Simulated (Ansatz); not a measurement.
Correlation energies of CH8B2Si2, SMILES `B1C[SiH2]B[SiH2]1` by basis set

```json
{"atom": "B1", "x (Å)": "-0.453", "y (Å)": "-1.475", "z (Å)": "-0.018"}
{"atom": "C2", "x (Å)": "-0.788", "y (Å)": "-0.491", "z (Å)": "1.137"}
{"atom": "Si3", "x (Å)": "-0.428", "y (Å)": "1.311", "z (Å)": "0.650"}
{"atom": "B4", "x (Å)": "1.227", "y (Å)": "1.101", "z (Å)": "-0.496"}
{"atom": "Si5", "x (Å)": "0.904", "y (Å)": "-0.699", "z (Å)": "-1.311"}
{"atom": "H6", "x (Å)": "-1.020", "y (Å)": "-2.522", "z (Å)": "-0.152"}
{"atom": "H7", "x (Å)": "0.054", "y (Å)": "-0.688", "z (Å)": "1.832"}
{"atom": "H8", "x (Å)": "-1.708", "y (Å)": "-0.675", "z (Å)": "1.696"}
{"atom": "H9", "x (Å)": "-1.527", "y (Å)": "1.853", "z (Å)": "-0.204"}
{"atom": "H10", "x (Å)": "-0.327", "y (Å)": "2.186", "z (Å)": "1.853"}
{"atom": "H11", "x (Å)": "2.118", "y (Å)": "1.878", "z (Å)": "-0.644"}
{"atom": "H12", "x (Å)": "-0.023", "y (Å)": "-0.249", "z (Å)": "-2.415"}
{"atom": "H13", "x (Å)": "1.973", "y (Å)": "-1.531", "z (Å)": "-1.929"}
```

The species carries charge 0 and has multiplicity 1. All single points use the PBE0-D4/def2-TZVP geometry. Frozen core, restricted reference, Ansatz. CBS rows extrapolate triple and quadruple zeta; past MP2 they add the triple-zeta difference.

```json
{"basis": "def2-TZVPP", "HF (Eh)": "-669.74675", "MP2 corr.": "-0.60713"}
{"basis": "def2-QZVPP", "HF (Eh)": "-669.76828", "MP2 corr.": "-0.64786"}
```

(1) Estimate the CCSD correlation energy and the (T) correction in each basis where they were run (hartree).

Answers

(1) 
```csv
basis,CCSD corr.,(T)
def2-TZVPP,-0.67982,-0.02824
CBS(def2),-0.75072,as TZ
```
